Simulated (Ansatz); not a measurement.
Relaxation of C₃H₄OSi (9 atoms, charge 0, multiplicity 1), to a largest force component of 0.015 eV/Å in at most 40 steps.

Level of theory: RKS PBE0-D4/def2-mTZVP (Ansatz).

```xyz
9
Properties=species:S:1:pos:R:3
C 2.170 0.016 1.342
C 1.212 -0.160 0.572
Si -0.236 -0.501 -0.632
C -1.579 0.659 -0.329
O -2.653 0.542 -1.038
H 2.929 0.266 2.000
H 0.349 -0.363 -2.001
H -0.565 -1.910 -0.454
H -1.539 1.405 0.524
```

Problem. Where does it end, and by what steps?

Solution. It converged. After 6 steps the energy has fallen by 0.611 eV; Si3 moved furthest, 0.13 Å.

```tsv
step	energy less start (eV)	largest force component (eV/Å)	accepted
0	0.0000	5.741	yes
1	-0.2705	2.743	yes
2	-0.4857	1.610	yes
3	-0.5208	0.765	yes
4	-0.6085	0.120	yes
5	-0.6099	0.145	yes
6	-0.6111	0.008	yes
```

```xyz
9
Properties=species:S:1:pos:R:3
C 2.094 0.070 1.325
C 1.232 -0.208 0.527
Si -0.123 -0.560 -0.644
C -1.594 0.651 -0.300
O -2.606 0.586 -0.955
H 2.865 0.304 2.025
H 0.334 -0.352 -2.039
H -0.612 -1.949 -0.465
H -1.502 1.412 0.509
```

Time of the run: 24 s on 2 threads of Arm Neoverse V1 (shared host), peak memory 0.24 GiB.
